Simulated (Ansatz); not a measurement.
```xyz
6

F     0.971    1.285    1.225
Sn   -0.377    0.302    0.294
S     0.386   -0.101   -1.910
Cl   -0.467   -1.684    1.464
H    -1.819    1.181    0.407
H     1.305   -0.984   -1.480
```

Charge 0, multiplicity 1. Sn takes the def2 core potential.

(1) List the PBE0/def2-TZVPP orbital energies in eV (Ansatz 0.2.0). (Estimate.)

## Answers

(1) Computed: Occupied: -2767.60, -2423.22, -673.03, -259.43, -218.55, -197.71, -197.57, -197.57, -162.38, -162.32, -162.19, -141.68, -96.36, -96.31, -96.27, -32.42, -30.19, -30.11, -30.01, -29.99, -29.42, -22.90, -20.93, -15.03, -12.33, -11.76, -11.62, -11.32, -10.40, -10.06, -9.53, -9.22, -8.27. Lowest empty: -1.88, -0.50, -0.36, 0.39, 1.24, 2.25, 2.76, 3.18.
